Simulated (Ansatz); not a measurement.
Born–Oppenheimer molecular dynamics of FH6NOSi (10 atoms, charge 0, multiplicity 1). It starts at the highest image of a converged band, a first-order saddle point between two minima.

Method: RHF/def2-SVP in Ansatz 0.2.0.

- ensemble: NVE (velocity Verlet)
- time step: 0.5 fs
- steps asked: 200
- starting velocities drawn for: 300 K
- seed: 6501

First frame:

```xyz
10
Properties=species:S:1:pos:R:3
Si 0.165 -0.279 0.006
O 0.287 0.153 1.952
H -0.451 0.472 2.448
H 1.125 0.797 -0.254
H -1.294 -0.095 0.108
F 0.176 -0.972 -1.493
N 0.841 -1.770 0.892
H 0.327 -2.621 0.734
H 1.815 -1.959 0.716
H 0.598 -1.034 1.857
```

Question: How far do the bonds stretch over the last three quarters of this one trajectory? (Pairs bonded in most of those frames.)

Answer: 
```json
{"bond": "Si1–H4", "mean (Å)": "1.473", "spread (Å)": "0.022", "shortest": "1.44", "longest": "1.52"}
{"bond": "Si1–H5", "mean (Å)": "1.474", "spread (Å)": "0.006", "shortest": "1.46", "longest": "1.48"}
{"bond": "Si1–F6", "mean (Å)": "1.631", "spread (Å)": "0.023", "shortest": "1.60", "longest": "1.67"}
{"bond": "Si1–N7", "mean (Å)": "1.719", "spread (Å)": "0.020", "shortest": "1.69", "longest": "1.78"}
{"bond": "O2–H3", "mean (Å)": "0.948", "spread (Å)": "0.020", "shortest": "0.91", "longest": "0.99"}
{"bond": "O2–H10", "mean (Å)": "0.953", "spread (Å)": "0.043", "shortest": "0.88", "longest": "1.02"}
{"bond": "N7–H8", "mean (Å)": "1.004", "spread (Å)": "0.008", "shortest": "0.99", "longest": "1.02"}
{"bond": "N7–H9", "mean (Å)": "1.006", "spread (Å)": "0.015", "shortest": "0.98", "longest": "1.04"}
```

Pairs bonded in part of these frames only: Si1–O2 6 %.

Mean temperature of the second half: 1159 K. The conserved energy stayed within 0.33 meV per atom of its start (net change 0.036 meV per atom), so the integration is sound. The kinetic energy rose, since the run started high on the potential surface and went downhill. It ends in pieces (FH4NSi + H2O), so much of that is their flight and rotation, not heat. A run of 0.1 ps of so small a system gives no equilibrium averages. The orbitals stay closed-shell, which can raise the energy where a bond breaks towards radicals; this wasn't checked here.

Run time: 4 min on 1 thread of Arm Neoverse V2, with other jobs on the host, peak memory 0.15 GiB.
